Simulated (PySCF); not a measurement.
**Exercise with solution: chemical shift, span and skew from a shielding tensor**

cyclopent-3-en-1-ol (C5H8O), SMILES C1C=CCC1O. Atoms are numbered in the order given.

```xyz
14

O      1.7305    -0.6395     0.0000
C      0.8390     0.4597     0.0000
C     -0.1150     0.4119     1.2194
C     -1.3255    -0.3084     0.6704
C     -1.3255    -0.3084    -0.6704
C     -0.1150     0.4119    -1.2194
H      1.1914    -1.4438     0.0000
H      1.4768     1.3555     0.0000
H      0.3702    -0.0914     2.0714
H     -0.3894     1.4281     1.5604
H     -2.1111    -0.7346     1.2991
H     -2.1111    -0.7346    -1.2991
H      0.3702    -0.0914    -2.0714
H     -0.3894     1.4281    -1.5604
```
Charge 0, spin multiplicity 1.

Geometry: B3LYP-D3(BJ)/def2-SVP. The values are those of a single conformer.

GIAO shieldings from PBE/pcSseg-1 in PySCF, non-relativistic, no solvent. The symmetric part of the tensor of C2 has the principal values 80.6, 99.0, 127.5 ppm. The same nucleus in TMS has σ = 182.0 ppm at this level (PySCF, at its B3LYP-D3(BJ)/def2-TZVP geometry).

**Question.** Work out the isotropic shielding, the ¹³C shift against TMS, the span and the skew.

**Answer.** 
σ(iso) = (σ11 + σ22 + σ33)/3 = 102.4 ppm. δ = σ(ref) − σ(iso) = 182.0 − (102.4) = 79.6 ppm.
Span Ω = σ33 − σ11 = 46.9 ppm. Skew κ = 3(σ(iso) − σ22)/Ω = 0.22. Tumbling in solution averages the tensor to δ; in a static solid the shielding alone would spread this spin-1/2 line over Ω.
